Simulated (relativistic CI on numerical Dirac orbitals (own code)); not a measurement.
## Pd²⁺ (4d8) in a crystal field

Calculated by Dirac-Coulomb-Breit CI, KLI orbitals optimised for each configuration, model QED (radiative potential, 1s self-energy scaled to tabulated hydrogen-like ionisation energies), valence Slater integrals scaled by 0.9, one configuration in a parametric crystal field (own radial code). With so little scaling, terms lie 10 to 35 % too far apart, which can change the order of excited levels.

Field parameters in Wybourne normalisation: D4h B²₀ = −7Ds, B⁴₀ = 21(Dq − Dt), B⁴₄ = 21√(5/14) Dq. The field is a parameter set, without covalency.

S is read from ⟨S²⟩ = S(S + 1).

Levels (cm⁻¹, degeneracy): 0 (1), 6 (2), 10491 (1), 13258 (1), 24333 (1), 24379 (1), 25079 (2), 25908 (1), 25946 (1), 27211 (1), 30155 (1), 30181 (2).

Q: Which field gives this pattern?
A. D4h, 10Dq = 30150, Ds = 2180, Dt = 520 cm⁻¹
B. D4h, 10Dq = 30150, Ds = 1770, Dt = 520 cm⁻¹
C. D4h, 10Dq = 30150, Ds = 950, Dt = 520 cm⁻¹
D. D4h, 10Dq = 30150, Ds = 2590, Dt = 520 cm⁻¹

A: C. D4h, 10Dq = 30150, Ds = 950, Dt = 520 cm⁻¹, ground level with S = 1.00.
